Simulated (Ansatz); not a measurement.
`IC1=CC1` and `[GeH3][C]1=CC1` differ in one atom or group.

Ansatz, PBE0-D4/def2-TZVP geometries, multiplicity 1. 

Elements past krypton have def2 core potentials. Scalar relativity is left out up to krypton.

| property | `IC1=CC1` |
| --- | --- |
| size of the dipole moment (ωB97M-V/def2-TZVPP) / D | 0.75 |
| HOMO energy (PBE/def2-TZVPP) / eV | -5.90 |
| LUMO energy (B3LYP/def2-TZVPP) / eV | -1.03 |
| HOMO–LUMO gap (ωB97M-V/def2-TZVPP) / eV | 10.27 |
| LUMO energy (PBE/def2-TZVPP) / eV | -1.69 |
| HOMO–LUMO gap (B3LYP/def2-TZVPP) / eV | 5.73 |

(1) What does the change do to each property? (Estimate.)

Results:

(1) Ansatz gave: 
```tsv
property	`[GeH3][C]1=CC1`	shift
size of the dipole moment (ωB97M-V/def2-TZVPP) / D	0.46	-0.29
HOMO energy (PBE/def2-TZVPP) / eV	-6.10	-0.20
LUMO energy (B3LYP/def2-TZVPP) / eV	-0.55	0.48
HOMO–LUMO gap (ωB97M-V/def2-TZVPP) / eV	11.21	0.94
LUMO energy (PBE/def2-TZVPP) / eV	-1.34	0.35
HOMO–LUMO gap (B3LYP/def2-TZVPP) / eV	6.47	0.74
```

With PBE0 the HOMO falls by 0.25 eV and the LUMO rises by 0.44 eV, so the gap widens by about 0.69 eV. PBE moves the HOMO by -0.20 eV and ωB97M-V by -0.36 eV. Dipoles are sizes alone; their direction can turn.

B3LYP here is the variant with VWN-RPA as its local correlation; programs differ in this.

Spin–orbit coupling is left out; it splits and shifts lone-pair levels of the heavy atoms by tenths of an eV.
